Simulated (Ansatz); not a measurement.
Molecule: WF (charge 0, quartet). The spin state was set by rule; other spins were not relaxed. 
Geometry from a B3LYP-D3(BJ)/def2-TZVP (Ansatz, a quantum-chemistry and plane-wave program) optimisation:
```
W
F 1 1.8348
```
Charge 0, spin multiplicity 4.

Total electronic energies in hartree. Correlated levels leave the core frozen unless marked. UHF or UKS for open shells. No spin-orbit coupling. The frozen core is the preceding noble-gas configuration, with the filled d and f shells of earlier blocks. In def2 rows, elements after Kr have scalar-relativistic effective core potentials. 

The UHF reference is spin-contaminated (<S^2> 0.48 over the pure value in the largest basis). The Hartree-Fock reference is unstable (checked in the largest basis), which strains HF and MP2. The T1 diagnostic of CCSD in the largest basis is 0.070, which is high, so the coupled-cluster rows are less sure than usual.

| level | program | energy (Eh) |
|---|---|---|
| RI-HF/def2-TZVPP | Ansatz | -165.84915 |
| RI-HF/def2-TZVPPD | Ansatz | -165.84992 |
| BLYP-D3(BJ)/def2-TZVPD | Ansatz + dftd3 | -166.86755 |
| BLYP-D4/def2-TZVPD | Ansatz + dftd4 | -166.86813 |
| BLYP/def2-TZVPD | Ansatz | -166.86628 |
| revPBE/def2-TZVPD | Ansatz | -166.91935 |
| r2SCAN-D4/def2-TZVPD | Ansatz + dftd4 | -166.87802 |
| B3LYP-D3(BJ)/def2-TZVPD | Ansatz + dftd3 | -166.90605 |
| PBE0-D3(BJ)/def2-TZVP | Ansatz + dftd3 | -166.77145 |
| PBE0-D4/def2-TZVP | Ansatz + dftd4 | -166.77167 |
| PBE0/def2-TZVP | Ansatz | -166.77097 |
| PBE0/def2-TZVPD | Ansatz | -166.77208 |
| BHLYP-D3(BJ)/def2-TZVPD | Ansatz + dftd3 | -166.72144 |
| r2SCANh/def2-TZVPD | Ansatz | -166.85026 |
| HSE06-D4/def2-TZVPD | Ansatz + dftd4 | -166.76815 |
| CAM-B3LYP-D3(BJ)/def2-TZVPD | Ansatz + dftd3 | -166.80751 |
| wB97X/def2-TZVPD | Ansatz | -166.86612 |
| B2GP-PLYP-D4/def2-TZVPD | Ansatz + dftd4 | -166.55908 |
| PBE-QIDH/def2-TZVPD | Ansatz | -166.56123 |
| CCSD/def2-TZVPP | Ansatz | -166.22389 |
| CCSD/def2-QZVPPD | Ansatz | -166.25930 |
| CCSD(T)/def2-QZVPPD | Ansatz | -166.27818 |

Totals of different functionals don't rank their quality; only differences between species are comparable.
